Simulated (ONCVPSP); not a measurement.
# PW91 ONCV dataset for Hg (Z = 80), scalar-relativistic all-electron reference.

ONCVPSP 4.0.1 input, shortened (lines: element, Z, core and valence counts, functional; n l f; lmax; l rc ep ncon nbas qcut; lloc lpopt rc5 dvloc0; l nproj debl; icmod fcfact rcfact), PW91, scalar-relativistic:

```
  Hg 80.00   10    4  -109134      upf
    1    0    2.00
    2    0    2.00
    2    1    6.00
    3    0    2.00
    3    1    6.00
    3    2   10.00
    4    0    2.00
    4    1    6.00
    4    2   10.00
    4    3   14.00
    5    0    2.00
    5    1    6.00
    5    2   10.00
    6    0    0.50
    3
    0    1.45    0.00    4    8    9.00
    1    1.20    0.00    4    8    7.90
    2    1.95    0.00    5   10    9.60
    3    1.90    0.22    4    9    6.80
    4    2    1.10    2.00
    0    3    2.40
    1    2    3.20
    2    2    0.70
    3    2    1.80
    3    6.00    1.25
```

In the d channel the program set the typed energies aside and used -0.874, 0.250 Ha.

Poles of the logarithmic derivatives, all-electron (AE) and pseudo (PS). s: poles at -4.3 (AE) and -4.3 (PS) Ha. p: poles at 0.1 (AE) and 0.1 (PS) Ha. d: poles at -0.3 (AE) and -0.3 (PS) Ha. f: poles at 2.6 (AE) and 2.6 (PS) Ha. Test radii: s 1.47, p 1.22, d 1.98, f 1.93 bohr.

* Cutoffs needed: 54 Ha and 137 Ha (the cutoffs (Ha) at which the residual kinetic energy of the hardest occupied pseudo-wave falls to 1 and 0.1 mHa per electron)
* Ghost test: no bound ghost flagged; GHOST(+) flagged for s at 535.2 eV
* Largest excitation error: +4.3 meV (all-electron minus pseudo) for 5s2 5p6 5d10 6s2, out of 4 test configurations
* rms error of d²Exc/dni dnj: 5.94 mHa without and 0.31 mHa with the model core
